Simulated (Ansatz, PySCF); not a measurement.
Si(AsH2)(F)(OH)2 (AsFH4O2Si), SMILES [Si](F)([AsH2])(O)O.

The structure is a stationary point at B3LYP-D3(BJ)/def2-SVP. This is a generated structure with no PubChem entry under its InChIKey; it may be hypothetical. One conformer was computed; it need not be the lowest.

Vertical ionisation energy (IE) and electron affinity (EA) in eV. Rows of orbital energies are one-electron estimates. Where ΔSCF, EOM or ADC give a negative EA the extra electron is unbound and the value depends on the basis.

```csv
level,IE,EA
"−ε(HOMO), −ε(LUMO), PBE0/def2-TZVP (PySCF)",7.80,-0.18
"−ε(HOMO), −ε(LUMO), PBE/def2-TZVP (PySCF)",6.68,0.68
"ΔSCF, CAM-B3LYP/def2-SVPD (Ansatz), final states of multiplicity 2 and 2",10.16,-0.99
"ΔSCF, PBE/def2-SVPD (Ansatz), final states of multiplicity 2 and 2",9.82,-0.72
```

**Question.** What vertical singlet–triplet gap does ΔSCF give with CAM-B3LYP/def2-SVPD (Ansatz, a first-principles code) and with PBE/def2-SVPD (Ansatz)? (The exact figures need the calculation; the answer reports its results.)

**Answer.** 5.89 and 5.60 eV (triplet above singlet where positive).
